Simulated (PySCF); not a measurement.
**Polarisability and C₆ of As⁺ (arsenic, charge +1)**

[Ar] 3d10 4s1 4p3, high-spin 5S determinant (an excited configuration). All numbers are calculated (PySCF 2.14, the non-relativistic Hamiltonian (point nucleus), in def2-QZVPPD). Coupled (time-dependent) response in atomic units; α is the mean over directions.

```csv
method,mean α (bohr³),C₆ (like pair),S(−4)
UHF,15.42,91.88,66.06
PBE,16.18,97.37,76.97
PBE0,15.81,94.55,71.87
```

S(−4) is the Cauchy moment in α(ω) = α(0) + S(−4) ω² + …

α(iu) at PBE0:

| u (hartree) | α(iu) (bohr³) |
| --- | --- |
| 0 | 15.81 |
| 0.0500 | 15.63 |
| 0.100 | 15.12 |
| 0.200 | 13.42 |
| 0.300 | 11.35 |
| 0.500 | 7.768 |
| 0.750 | 4.974 |
| 1.00 | 3.420 |
| 1.50 | 1.939 |
| 2.00 | 1.292 |
| 3.00 | 0.7384 |
| 5.00 | 0.3698 |

A single London oscillator, α(iu) = α/(1 + u²/ω²), gives C₆ = (3/4) ω α². Matching the computed C₆ needs ω = 4 × 94.55 / (3 × 15.81²) = 0.504 hartree.

For an ion, C₆ is the dispersion term alone; charge-induced terms of lower order in 1/R come first.
